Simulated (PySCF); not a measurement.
TeCl4, SMILES Cl[Te](Cl)(Cl)Cl.

Coordinates come from a B3LYP-D3(BJ)/def2-SVP optimisation. The isomer is the one that the SMILES or the coordinates give; other isomers of the formula were not compared. The def2 effective core potentials stand for the cores of Te; spin–orbit coupling is left out.

Level of theory: B3LYP-D3(BJ)/def2-SVP run with PySCF.

Frequencies are harmonic and unscaled.

**Question.** Give all harmonic wavenumbers and intensities. (Estimate from the structure and the level; the computed values follow.)

**Answer.** 
| mode | ν (cm⁻¹) | IR (km/mol) | moving atoms (share of kinetic energy) |
|---|---|---|---|
| 1 | 69 | 1.4 | Cl 98 % |
| 2 | 88 | 4.4 | Cl 78 %, Te 22 % |
| 3 | 137 | 0.0 | Cl 100 % |
| 4 | 137 | 5.0 | Cl 70 %, Te 30 % |
| 5 | 156 | 2.0 | Cl 88 %, Te 12 % |
| 6 | 291 | 4.4 | Cl 99 % |
| 7 | 335 | 203.7 | Cl 63 %, Te 37 % |
| 8 | 357 | 53.6 | Cl 75 %, Te 25 % |
| 9 | 363 | 19.8 | Cl 80 %, Te 20 % |
